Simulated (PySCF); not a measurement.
`O=CC(F)=C=CF`, C4H2F2O

Molfile (atoms numbered from 1):
```
C4H2F2O
     RDKit          3D

  9  8  0  0  0  0  0  0  0  0999 V2000
   -0.1221    1.9641   -1.0582 O   0  0  0  0  0  0  0  0  0  0  0  0
   -0.9204    1.4724   -0.3138 C   0  0  0  0  0  0  0  0  0  0  0  0
   -0.7351    0.1585    0.3611 C   0  0  0  0  0  0  0  0  0  0  0  0
   -1.7544   -0.1479    1.1758 F   0  0  0  0  0  0  0  0  0  0  0  0
    0.2869   -0.6323    0.1958 C   0  0  0  0  0  0  0  0  0  0  0  0
    1.3787   -1.3073    0.0044 C   0  0  0  0  0  0  0  0  0  0  0  0
    1.5027   -2.2294   -0.9464 F   0  0  0  0  0  0  0  0  0  0  0  0
   -1.8835    1.9593   -0.0600 H   0  0  0  0  0  0  0  0  0  0  0  0
    2.2750   -1.1938    0.6055 H   0  0  0  0  0  0  0  0  0  0  0  0
  1  2  2  0
  2  3  1  0
  3  4  1  0
  3  5  2  0
  5  6  2  0
  6  7  1  0
  2  8  1  0
  6  9  1  0
M  END
```

The calculation used TDDFT CAM-B3LYP/def2-TZVPD excited states, vertical, gas phase in PySCF. Geometry: PBE0-D3(BJ)/def2-TZVP.

(1) How strongly do the lowest singlets absorb one photon, and two photons of half the energy?

Results:

(1) δ for parallel linear polarisation; σ at the peak of a Lorentzian of half width 0.1 eV, single beam; Ω is circular over linear.
| state | E (eV) | f | photon λ (nm) | δ (au) | σ (GM) | Ω | main |
| --- | --- | --- | --- | --- | --- | --- | --- |
| S1 | 3.72 | 0.000 | 666 | 0.14 | 0.00 | 1.45 | HOMO→LUMO 0.81, HOMO−2→LUMO 0.13 |
| S2 | 4.66 | 0.000 | 532 | <0.1 | 0.00 | – | HOMO−2→LUMO 0.80, HOMO→LUMO 0.14 |
| S3 | 5.60 | 0.228 | 443 | 87.5 | 1.00 | 1.02 | HOMO−1→LUMO 0.94 |
| S4 | 5.88 | 0.006 | 422 | 1.83 | 0.02 | 0.78 | HOMO−1→LUMO+1 0.94 |
| S5 | 6.91 | 0.187 | 359 | 3.49 | 0.06 | 0.70 | HOMO→LUMO+1 0.90 |
| S6 | 7.38 | 0.159 | 336 | 105 | 2.09 | 0.40 | HOMO−2→LUMO+1 0.82 |

Among these, the strongest one-photon state is S3, the strongest two-photon state S6, with a dipole change of 1.1 D (relaxed, norm of the difference vector).
